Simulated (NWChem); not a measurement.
## Correlation energy of CH3Li

SMILES: [Li][CH3]
```xyz
5

Li     0.9287    -1.2907     0.0000
C     -0.2231     0.3101     0.0000
H     -0.8949     0.3739     0.8799
H     -0.8949     0.3739    -0.8799
H      0.3422     1.2640     0.0000
```
Charge 0, spin multiplicity 1.

Program: NWChem. All single points use one geometry, from PBE0/def2-SVP, a minimum by its harmonic frequencies.

Basis set: 3-21G. Each correlation energy counts from its own Hartree-Fock reference.

The correlated methods keep 1 core orbital frozen. The structure started from a generated list of species. Coupled-cluster values serve here as a point of comparison, not as the truth.

| method | correlation energy (mHa) |
|---|---|
| MP2 | (withheld) |
| SCS-MP2 | -106.0 |
| CR-CCSD[T] | -121.2 |
| CR-CCSD(T) | -121.0 |
| CCSD | (withheld) |
| CCSD+T(CCSD) | -121.7 |
| CCSD(T) | (withheld) |
| CCSDT | -121.7 |

Some entries are withheld; supply them.


- MP2, correlation energy (mHa): -101.6
- CCSD, correlation energy (mHa): -118.7
- CCSD(T), correlation energy (mHa): -121.4
